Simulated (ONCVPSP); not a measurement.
caesium, ONCV: configuration errors across variants

ONCVPSP 4.0.1 input, shortened (lines: element, Z, core and valence counts, functional; n l f; lmax; l rc ep ncon nbas qcut; lloc lpopt rc5 dvloc0; l nproj debl; icmod fcfact rcfact), LDA (Perdew-Wang 92), scalar-relativistic:

```
  Cs 55.00    9    3  -001012      upf
    1    0    2.00
    2    0    2.00
    2    1    6.00
    3    0    2.00
    3    1    6.00
    3    2   10.00
    4    0    2.00
    4    1    6.00
    4    2   10.00
    5    0    2.00
    5    1    6.00
    6    0    1.00
    2
    0    3.10    0.00    4    9    4.20
    1    2.90    0.00    4    8    4.10
    2    2.90    0.06    4    7    3.30
    2    5    2.90    0.00
    0    2    1.10
    1    2    3.20
    2    0    2.30
    1    0.15    0.00
```

In the d channel the program set the typed energies aside and used 0.050 Ha.

All-electron excitation energies from the reference (eV): (1) 5s2 5p6 6s0 3.997; (2) 5s2 5p6 6s0.5 1.553; (3) 5s2 5p6 6s0 6p1 1.474; (4) 5s1 5p6 6s1 31.887.

Errors AE − PS in meV (a dash: test not solved or not reliable):

```json
{"change": "base", "(1)": "-0.4", "(2)": "-0.1", "(3)": "+4.3", "(4)": "-173", "bound ghosts": "none", "GHOST(+) flags above zero": "none"}
{"change": "p: qcut 3.2", "(1)": "-0.4", "(2)": "-0.1", "(3)": "+6.4", "(4)": "-168", "bound ghosts": "none", "GHOST(+) flags above zero": "none"}
{"change": "p: qcut 3.7", "(1)": "-0.4", "(2)": "-0.1", "(3)": "+5.8", "(4)": "-167", "bound ghosts": "none", "GHOST(+) flags above zero": "none"}
{"change": "p: qcut 4.2", "(1)": "-0.4", "(2)": "-0.1", "(3)": "+4.0", "(4)": "-174", "bound ghosts": "none", "GHOST(+) flags above zero": "none"}
{"change": "p: qcut 5", "(1)": "-0.5", "(2)": "-0.1", "(3)": "+2.8", "(4)": "-185", "bound ghosts": "none", "GHOST(+) flags above zero": "none"}
{"change": "p: qcut 5.4", "(1)": "-0.5", "(2)": "-0.1", "(3)": "+1.7", "(4)": "-192", "bound ghosts": "none", "GHOST(+) flags above zero": "none"}
{"change": "p: qcut 6.1", "(1)": "-0.5", "(2)": "-0.1", "(3)": "0.0", "(4)": "-205", "bound ghosts": "none", "GHOST(+) flags above zero": "none"}
```

**Question.** Give the same row for: p: qcut 2.6.

**Answer.** -0.4, -0.1, +3.1, -189; bound ghosts: none; GHOST(+) flags above zero: none.
